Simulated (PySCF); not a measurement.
Two structures of GeH4O, closed shell, reached by relaxing down either side of one saddle point (PBE0-D4/def2-TZVP). Energies are electronic, without zero-point energy. PySCF 2.14 with density fitting (its default auxiliary sets; JK sets also for MP2 and CCSD(T)); basis: def2-TZVPP and def2-QZVPP; cores frozen in the correlated methods. Filled d shells of the heavier atoms are correlated. The def2 sets are not built for correlating such inner shells, so the correlated values are less sure here. Extrapolation: Hartree–Fock as exp(−7.88 √X), correlation as X^−2.97. First:

```
atom    x (Å)    y (Å)    z (Å)
 Ge1  -0.1189   0.4723  -1.0018
  O2  -0.6975  -1.1765  -0.5967
  H3   0.8775   0.8016   1.4101
  H4  -1.1391   1.1630   0.0178
  H5   1.5164   0.7139   1.0215
  H6  -0.2225  -1.8451  -1.0975
```

Second:

```xyz
6
angstrom
Ge -0.0680 0.7748 -1.0991
O -0.5077 -0.8868 0.3194
H -0.0463 -0.6723 1.1370
H -0.6361 1.7191 0.0531
H 1.3948 0.7933 -0.4387
H -0.1234 -1.7050 -0.0110
```

(1) Which bonds change from the first to the second?

(2) Give the saddle point's structure and its height above each. (An estimate is asked for; the value comes from the calculation.)

The search had been set up for a 1,1-elimination (forming O2–H3, breaking Ge1–O2, Ge1–H3); from that guess it ended on this step instead.

T1 diagnostic: at most 0.016.

Answers

(1) GeH₂O ([OH][GeH]) + H₂ → GeH₄O ([OH2][GeH2]); bonds formed: Ge1–H5, O2–H3; bonds broken: H3–H5; bonds weakened to dative contacts: Ge1–O2.

(2) By the calculation: 1.156 eV above the first and 1.023 eV above the second (CCSD(T) at an estimated basis limit (MP2 extrapolated from triple and quadruple zeta, plus CCSD(T) − MP2 in triple zeta)).
```xyz
6
angstrom
Ge 0.2767 0.5867 -0.9631
O -0.7096 -0.7866 0.1097
H 0.3762 -0.2427 0.6830
H -0.5714 1.7296 -0.2601
H 1.1235 0.3793 0.6465
H -0.4954 -1.6663 -0.2161
```

Labels in which every atom is bracketed show which atoms are joined, not bond orders.

For scale, one of the runs: CCSD(T)/def2-TZVPP, 135 basis functions, launched by `OMP_NUM_THREADS=4 python run.py`. Time: 79 s of wall clock on 4 CPU threads of an Arm Neoverse V2; the host was shared. Peak host memory: 0.86 GiB.
